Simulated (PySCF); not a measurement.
Computed vibrations of [La(SH)4]−

[La(SH)4]− (singlet). PySCF 2.14.0, RKS PBE0, La lcecp-1-SVP with ECP46, S def2-SVP, H def2-SVP; non-relativistic Hamiltonian with scalar-relativistic core potentials where named; density fitting; no spin-orbit coupling. Central differences of gradients.

```xyz
9

La    0.0000    0.0000    0.0000
S     1.7519    1.5057    1.5706
H     2.7886    1.0645    0.8181
S    -1.7519   -1.5057    1.5706
H    -2.7886   -1.0645    0.8181
S     1.5058   -1.7518   -1.5706
H     1.0649   -2.7886   -0.8180
S    -1.5058    1.7518   -1.5706
H    -1.0649    2.7886   -0.8180
```

Run from Python with OMP_NUM_THREADS=2. Where DIIS fails, smearing, a level shift and second-order steps follow.
It took 5 min on 2 threads of Arm Neoverse N1 (shared host).

Question: What are the harmonic wavenumbers and infrared intensities?

Answer: Negative numbers are unstable modes, those under 60 cm⁻¹ near the noise; a finer grid moves soft modes by up to 10 cm⁻¹.
```
cm⁻¹  km/mol  symmetry
  36     0.9          
  36     0.9          
  54     0.0          
  55     1.0          
  66     4.0          
 108    19.5          
 108    19.4          
 139     0.0          
 179     9.9          
 252     0.0          
 260    50.3          
 269    73.8          
 269    73.8          
 388     0.0          
 391    38.0          
 391    38.0          
 412    16.7          
2685    12.4          
2685     8.5          
2685     8.5          
2685     0.1
```

Question: Is this a minimum?

Answer: Yes, within the noise of the softest modes. Ideal gas at 298.15 K and 1 bar: S = 498.6 J/(mol K), Cp = 160.6 J/(mol K), H − H(0 K) = 36.2 kJ/mol (rigid rotor, harmonic modes, spin degeneracy alone; the modes under 60 cm⁻¹ make these uncertain).
